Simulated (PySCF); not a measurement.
## S⁺: excitation energy

S⁺ [Ne] 3s2 3p3 (4S) → S⁺ [Ne] 3s1 3p4 (4P), as a difference of total energies. Calculation: PySCF 2.14, in aug-cc-pCVTZ-DK (8s7p5d3f, 75 functions); scalar relativity by spin-free X2C-1e. Correlated levels: nothing frozen. The calculations carry no spin-orbit coupling.

Task: Order these methods by the excitation energy they give, lowest first.
A. MP2 (all electrons)
B. CCSD(T) (all electrons)
C. CCSD (all electrons)
D. UHF

Result: B (80434 cm⁻¹), C (81784 cm⁻¹), D (84869 cm⁻¹), A (85545 cm⁻¹).

Errors of the correlated levels include the incompleteness of this basis.

The coupled-cluster amplitudes are large for the upper state (T1 above 0.03 or a double amplitude above 0.15), so a single reference is strained.

For comparison: 79610 cm⁻¹ (measured; NIST levels, between the centres of gravity of the two terms).
